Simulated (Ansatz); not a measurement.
`N#CC(N)O[SiH3]`. Total charge 0; spin multiplicity 1.

```json
{"atom": "N1", "x (Å)": "0.1329", "y (Å)": "-0.0665", "z (Å)": "2.6824"}
{"atom": "C2", "x (Å)": "0.0255", "y (Å)": "0.2525", "z (Å)": "1.5828"}
{"atom": "C3", "x (Å)": "-0.1277", "y (Å)": "0.7108", "z (Å)": "0.1744"}
{"atom": "N4", "x (Å)": "-1.1695", "y (Å)": "1.6760", "z (Å)": "0.0053"}
{"atom": "O5", "x (Å)": "-0.3992", "y (Å)": "-0.3856", "z (Å)": "-0.6411"}
{"atom": "Si6", "x (Å)": "0.6905", "y (Å)": "-1.5697", "z (Å)": "-1.0384"}
{"atom": "H7", "x (Å)": "0.8209", "y (Å)": "1.1899", "z (Å)": "-0.1066"}
{"atom": "H8", "x (Å)": "-0.9248", "y (Å)": "2.5593", "z (Å)": "0.4326"}
{"atom": "H9", "x (Å)": "-2.0394", "y (Å)": "1.3468", "z (Å)": "0.4059"}
{"atom": "H10", "x (Å)": "1.9564", "y (Å)": "-0.9309", "z (Å)": "-1.4905"}
{"atom": "H11", "x (Å)": "0.0560", "y (Å)": "-2.3365", "z (Å)": "-2.1313"}
{"atom": "H12", "x (Å)": "0.9784", "y (Å)": "-2.4461", "z (Å)": "0.1244"}
```

(1) What are the harmonic wavenumbers in cm⁻¹ at PBE0-D4/def2-TZVP (Ansatz, finite differences of forces, unscaled)? (Estimate.)

(2) Is this a minimum?

(3) Give the ideal-gas thermochemistry at 298.15 K and 1 bar (rigid rotor, harmonic oscillator; point group C1, symmetry number 1).

(4) Rotational constants (cm⁻¹)?

## Answers

(1) Computed: 37, 94, 142, 207, 215, 263, 423, 572, 600, 712, 724, 790, 824, 936, 938, 955, 970, 1080, 1188, 1257, 1353, 1413, 1651, 2217, 2240, 2274, 2362, 3015, 3541, 3635.

(2) Yes, all 30 modes are real.

(3) Zero-point energy 219.1 kJ/mol; H(298) − E = 242.3 kJ/mol; entropy 369.7 J/(mol·K), of which translation 166.6, rotation 115.6, vibration 87.5; G(298) − E = 132.1 kJ/mol. Modes under 100 cm⁻¹ are hindered rotations or soft bends, so the harmonic entropy is rough.

(4) 0.1408, 0.06845, 0.04871.
